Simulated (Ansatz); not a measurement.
Born–Oppenheimer molecular dynamics of C$_{4}$H$_{6}$Si (11 atoms, charge 0, multiplicity 1). It starts at the highest image of a converged band. Of that band: Neighbouring images differ by up to 1.9 eV, so the band resolves the path poorly. A vibrational analysis at the climbing image gives one clearly imaginary mode, 906i cm⁻¹: a first-order saddle point.

Method: UKS B3LYP/STO-3G (Ansatz 0.2.0).

```yaml
ensemble: NVE (velocity Verlet)
time_step: 0.5 fs
steps_asked: 84
starting_velocities_drawn_for: 100 K
seed: 5645
```

Frames 1 fs apart, positions in Å.

Velocities at 5.0 fs (Å/ps):

```
C -4.39 2.45 -0.63
Si 0.40 -1.68 -0.69
C 3.51 0.50 -0.32
C -1.19 1.94 -1.49
C 2.04 -1.51 2.65
H -15.21 2.46 0.12
H -4.85 2.57 8.20
H 4.48 -0.05 3.80
H -4.44 2.47 -7.41
H 4.51 -5.33 4.86
H 4.60 4.21 7.21
```

```xyz
11
Properties=species:S:1:pos:R:3 time_fs=5.0 energy_less_start_eV=0.043 T=64
C -1.560 0.431 0.258
Si 0.167 -0.224 0.769
C 1.880 0.424 0.384
C 1.425 -0.458 -0.720
C 0.899 -1.689 -1.073
H -1.550 1.170 -0.554
H -2.226 -0.410 0.018
H -1.997 0.909 1.148
H 0.056 -1.450 1.557
H 1.986 1.491 0.110
H 0.901 -0.206 -1.764
11
Properties=species:S:1:pos:R:3 time_fs=6.0 energy_less_start_eV=0.050 T=58
C -1.564 0.433 0.258
Si 0.168 -0.225 0.768
C 1.883 0.424 0.383
C 1.424 -0.456 -0.721
C 0.901 -1.691 -1.070
H -1.564 1.171 -0.554
H -2.231 -0.407 0.024
H -1.993 0.910 1.152
H 0.052 -1.446 1.548
H 1.990 1.486 0.114
H 0.906 -0.202 -1.756
11
Properties=species:S:1:pos:R:3 time_fs=7.0 energy_less_start_eV=0.058 T=50
C -1.568 0.435 0.258
Si 0.168 -0.227 0.767
C 1.886 0.424 0.383
C 1.423 -0.454 -0.723
C 0.903 -1.692 -1.068
H -1.578 1.171 -0.554
H -2.235 -0.404 0.029
H -1.989 0.912 1.154
H 0.048 -1.442 1.540
H 1.992 1.482 0.116
H 0.913 -0.197 -1.749
11
Properties=species:S:1:pos:R:3 time_fs=8.0 energy_less_start_eV=0.065 T=45
C -1.571 0.437 0.259
Si 0.168 -0.228 0.766
C 1.889 0.423 0.384
C 1.422 -0.452 -0.725
C 0.905 -1.694 -1.065
H -1.590 1.171 -0.555
H -2.239 -0.401 0.030
H -1.985 0.916 1.157
H 0.045 -1.438 1.532
H 1.992 1.482 0.116
H 0.920 -0.191 -1.742
11
Properties=species:S:1:pos:R:3 time_fs=9.0 energy_less_start_eV=0.065 T=44
C -1.574 0.438 0.261
Si 0.168 -0.229 0.765
C 1.892 0.421 0.385
C 1.421 -0.449 -0.727
C 0.907 -1.696 -1.062
H -1.599 1.169 -0.556
H -2.244 -0.398 0.029
H -1.982 0.921 1.159
H 0.043 -1.436 1.526
H 1.991 1.484 0.113
H 0.928 -0.183 -1.739
11
Properties=species:S:1:pos:R:3 time_fs=10.0 energy_less_start_eV=0.059 T=49
C -1.576 0.439 0.263
Si 0.168 -0.229 0.764
C 1.894 0.419 0.386
C 1.420 -0.447 -0.729
C 0.909 -1.697 -1.059
H -1.607 1.166 -0.558
H -2.249 -0.396 0.026
H -1.981 0.928 1.161
H 0.042 -1.438 1.522
H 1.988 1.489 0.108
H 0.936 -0.172 -1.740
11
Properties=species:S:1:pos:R:3 time_fs=11.0 energy_less_start_eV=0.048 T=59
C -1.578 0.439 0.266
Si 0.167 -0.229 0.762
C 1.896 0.417 0.387
C 1.419 -0.445 -0.731
C 0.911 -1.699 -1.056
H -1.611 1.163 -0.560
H -2.253 -0.394 0.023
H -1.980 0.936 1.162
H 0.041 -1.443 1.520
H 1.983 1.493 0.102
H 0.944 -0.157 -1.744
11
Properties=species:S:1:pos:R:3 time_fs=12.0 energy_less_start_eV=0.034 T=71
C -1.579 0.440 0.269
Si 0.167 -0.229 0.760
C 1.898 0.415 0.389
C 1.419 -0.444 -0.733
C 0.913 -1.701 -1.052
H -1.612 1.159 -0.561
H -2.257 -0.392 0.019
H -1.981 0.944 1.162
H 0.041 -1.451 1.519
H 1.975 1.494 0.096
H 0.953 -0.140 -1.751
11
Properties=species:S:1:pos:R:3 time_fs=13.0 energy_less_start_eV=0.018 T=85
C -1.580 0.440 0.273
Si 0.166 -0.228 0.758
C 1.900 0.413 0.391
C 1.418 -0.442 -0.736
C 0.915 -1.703 -1.049
H -1.610 1.154 -0.562
H -2.260 -0.389 0.016
H -1.983 0.952 1.161
H 0.041 -1.460 1.520
H 1.965 1.492 0.090
H 0.965 -0.120 -1.758
11
Properties=species:S:1:pos:R:3 time_fs=14.0 energy_less_start_eV=-0.004 T=104
C -1.581 0.439 0.277
Si 0.165 -0.228 0.756
C 1.901 0.411 0.393
C 1.417 -0.440 -0.739
C 0.917 -1.705 -1.045
H -1.605 1.149 -0.562
H -2.262 -0.386 0.015
H -1.986 0.960 1.159
H 0.043 -1.468 1.519
H 1.953 1.485 0.084
H 0.980 -0.099 -1.762
11
Properties=species:S:1:pos:R:3 time_fs=15.0 energy_less_start_eV=-0.032 T=128
C -1.581 0.439 0.281
Si 0.164 -0.227 0.753
C 1.903 0.409 0.395
C 1.415 -0.439 -0.743
C 0.918 -1.707 -1.041
H -1.595 1.145 -0.562
H -2.263 -0.383 0.015
H -1.990 0.966 1.156
H 0.046 -1.473 1.517
H 1.940 1.476 0.078
H 0.999 -0.075 -1.763
11
Properties=species:S:1:pos:R:3 time_fs=16.0 energy_less_start_eV=-0.069 T=160
C -1.581 0.438 0.285
Si 0.162 -0.226 0.751
C 1.904 0.407 0.398
C 1.413 -0.438 -0.749
C 0.920 -1.710 -1.037
H -1.583 1.139 -0.560
H -2.263 -0.380 0.017
H -1.996 0.972 1.152
H 0.051 -1.476 1.513
H 1.925 1.466 0.073
H 1.023 -0.050 -1.759
```

Of the whole run (42 fs, mean temperature of the second half 271 K): The conserved energy stayed within 0.043 meV per atom of its start (net change 0.043 meV per atom), so the integration is sound. The system heated up, since it started high on the potential surface and ran downhill. A run of 0.042 ps of so small a system gives no equilibrium averages. Limits of this set-up: minimal basis.

Run time: 4.9 min on 1 thread of Intel(R) Xeon(R) Platinum 8488C (Sapphire Rapids) (shared host), peak memory 0.15 GiB.
